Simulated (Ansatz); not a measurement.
Stepwise reaction of `[NH2][Ti]([NH2])([F])[F]` with ammonia, as a gas-phase model of exchange steps in deposition or etching. ΔE in kJ/mol; ΔG adds harmonic PBE0-D4 terms to CCSD(T)/CBS, at 1 bar.

Calculated with Ansatz (gas phase, PBE0-D4/def2-TZVP geometries, no zero-point term in ΔE). CCSD(T)/CBS is the MP2 limit (def2-TZVPP, def2-QZVPP) plus CCSD(T) − MP2 in def2-TZVPP, frozen cores. This one scheme is used for every species. DFT in def2-TZVPP. B3LYP here is the variant with VWN-RPA as its local correlation; programs differ in this. For Ti outer-core shells are correlated without core-valence functions, which leaves a few kJ/mol of doubt a bond. Scalar relativity is left out up to krypton. One conformer a species, not always the lowest.

```json
{"step": "2", "reaction": "`[NH2][Ti]([NH2])([NH2])[F]` + NH₃ → `[NH2][Ti]([NH2])([NH2])[NH2]` + H–F", "PBE-D4": "125.8", "B3LYP-D4": "124.7", "ωB97M-V": "125.5", "CCSD(T)/CBS": "111.6", "ΔG(600 K)": "98.7"}
```

Task: Give the row of step 1, `[NH2][Ti]([NH2])([F])[F]` + NH₃ → `[NH2][Ti]([NH2])([NH2])[F]` + H–F. (An estimate is asked.)

Result: The calculation gave: 
```tsv
step	reaction	PBE-D4	B3LYP-D4	ωB97M-V	CCSD(T)/CBS	ΔG(600 K)
1	`[NH2][Ti]([NH2])([F])[F]` + NH₃ → `[NH2][Ti]([NH2])([NH2])[F]` + H–F	110.4	109.5	110.7	96.1	100.9
```

Task: By hand: ΔE of the 2 steps together at CCSD(T)/CBS.

Result: (96.1) + (111.6) = 207.7 kJ/mol, or 103.8 kJ/mol a step.

In ΔE each step is higher than the one before. All are uphill at CCSD(T)/CBS. ΔG lies between 98.7 and 100.9 kJ/mol a step. PBE-D4 differs from CCSD(T)/CBS by 14.2 to 14.3 kJ/mol a step. Isolated molecules leave out the surface, adducts and barriers. Largest T1 diagnostic: 0.024.
